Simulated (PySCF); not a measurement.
A structure optimised at PBE-D3(BJ)/def2-SVP, used in a PySCF frequency run:

```xyz
11

F      1.7578     0.0812    -1.1793
Si     0.8894     0.0072     0.2094
C     -0.3825     1.3541     0.3551
C     -1.5850     0.7385     0.2553
C     -1.5693    -0.7639     0.1176
O     -0.2364    -1.2482     0.1518
H      1.9077    -0.2221     1.2761
H     -0.2836     2.4448     0.4529
H     -2.5578     1.2626     0.2625
H     -2.0696    -1.0698    -0.8328
H     -2.1563    -1.2345     0.9415
```

### Question
Write its SMILES and formula.

### Answer
F[Si@H]1C=CCO1, C3H5FOSi

### Question
What are its rotational constants (standard atomic weights)?

### Answer
5.4687, 2.5801, 2.0550 GHz
